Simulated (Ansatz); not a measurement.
Complex (SMILES): F (HF) with S (H2S), atoms 1 to 2 the first; geometry from B3LYP-D3(BJ)/def2-TZVP, monomers rigid:
```xyz
5

F      1.0514    -0.0999    -0.0372
H      0.2433     0.3752     0.0204
S     -1.5978     1.6545     0.0327
H     -1.5779     1.8425    -1.2976
H     -0.9121     2.7859     0.2673
```

Interaction energy at PBE with Ansatz (a first-principles code), kcal/mol, without and with the counterpoise correction (monomers among the partner's ghost functions). Cartesian d functions, on some or all atoms, in 6-311+G**; all else is spherical. The program fits the integrals of some runs and decomposes those of others, by size. No added dispersion term, no relativity. Reference, counterpoise-corrected: the value in aug-pcseg-3, -6.34.

| basis | functions | uncorrected | counterpoise | counterpoise correction | mean of both |
|---|---|---|---|---|---|
| 3-21G | 28 | -6.92 | -3.66 | 3.25 | -5.29 |
| def2-SV(P) | 38 | -8.11 | -6.29 | 1.81 | -7.20 |
| def2-SVP | 47 | -7.57 | -5.79 | 1.78 | -6.68 |
| 6-311+G** | 71 | -6.77 | -6.35 | 0.43 | -6.56 |
| aug-pcseg-1 | 77 | -7.25 | -6.55 | 0.69 | -6.90 |
| def2-TZVP | 86 | -6.81 | -6.24 | 0.57 | -6.52 |
| def2-TZVPP | 115 | -6.69 | -6.19 | 0.50 | -6.44 |
| def2-TZVPPD | 142 | -6.43 | -6.36 | 0.07 | -6.39 |
| aug-cc-pV(T+d)Z | 170 | -6.41 | -6.34 | 0.07 | -6.38 |
| def2-QZVPPD | 244 | -6.36 | -6.35 | 0.01 | -6.36 |
| aug-cc-pV(Q+d)Z | 307 | -6.38 | -6.35 | 0.03 | -6.37 |
| cc-pV(5+d)Z | 356 | -6.46 | -6.29 | 0.17 | -6.37 |

The corrected value lies nearer the reference in 11 of 12 rows.
